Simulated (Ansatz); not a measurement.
`[CH3][GeH2][SiH2]Cl` + `C[Si](C)(P)Cl` → `[CH3][GeH2][SiH2]P` + `C[Si](C)(Cl)Cl`  (redistribution)

Computed with Ansatz on PBE0-D4/def2-TZVP structures; ΔE is electronic, products minus reactants. CBS: MP2 limit from def2 TZ/QZ plus the TZ coupled-cluster correction, frozen cores. For Ge outer-core shells are correlated without core-valence functions, which leaves a few kJ/mol of doubt a bond. Scalar relativity is left out up to krypton. Each species was taken in one conformer, which may not be the lowest.

`[CH3][GeH2][SiH2]Cl`:

```xyz
11

C    -1.052   -1.424    0.086
Ge   -0.663    0.390   -0.535
Si    1.400    1.142    0.384
Cl    2.846   -0.281   -0.025
H    -1.972   -1.788   -0.373
H    -1.170   -1.436    1.169
H    -0.234   -2.091   -0.186
H    -1.787    1.359   -0.113
H    -0.560    0.418   -2.071
H     1.861    2.428   -0.198
H     1.332    1.284    1.862
```

`C[Si](C)(P)Cl`:

Z-matrix (Å, degrees):
```
C
Si 1 1.862
H 1 1.094 2 110.4
H 1 1.093 2 110.4 3 -119.7
H 1 1.092 2 110.9 3 120.1
C 2 1.862 1 111.8 3 63.0
P 2 2.254 1 109.2 3 -64.6
Cl 2 2.074 1 108.2 3 -178.9
H 6 1.092 2 110.9 1 177.9
H 6 1.093 2 110.4 1 57.8
H 6 1.093 2 110.3 1 -62.1
H 7 1.424 2 92.7 1 76.2
H 7 1.421 2 93.3 1 169.7
```

`[CH3][GeH2][SiH2]P`:

Z-matrix (Å, degrees):
```
C
Ge 1 1.959
H 1 1.091 2 110.3
H 1 1.091 2 110.3 3 120.1
H 1 1.091 2 110.2 3 -120.0
Si 2 2.382 1 110.6 3 -58.8
H 2 1.542 1 109.6 3 -179.7
H 2 1.542 1 109.6 3 62.2
P 6 2.260 2 108.5 1 -58.8
H 6 1.490 2 109.8 1 64.6
H 6 1.488 2 110.6 1 -176.3
H 9 1.421 6 94.8 2 162.2
H 9 1.421 6 93.6 2 68.5
```

`C[Si](C)(Cl)Cl`:

Z-matrix (Å, degrees):
```
C
Si 1 1.851
H 1 1.093 2 110.3
H 1 1.093 2 110.3 3 120.1
H 1 1.091 2 110.5 3 -120.0
C 2 1.851 1 114.5 3 -60.1
Cl 2 2.058 1 108.6 3 61.5
Cl 2 2.058 1 108.6 3 178.4
H 6 1.091 2 110.5 1 -180.0
H 6 1.093 2 110.3 1 -60.0
H 6 1.093 2 110.3 1 60.0
```

```json
{"level": "CCSD(T)/def2-TZVPP", "ΔE (kcal/mol)": "-4.2"}
{"level": "MP2/def2-QZVPP", "ΔE (kcal/mol)": "-4.1"}
```

Problem. What does CCSD(T)/CBS give? (An estimate is asked.)

Solution. Computed: -4.0 kcal/mol. The listed levels differ from it by -0.2, -0.1 kcal/mol.

Largest T1 diagnostic among the species: 0.012.
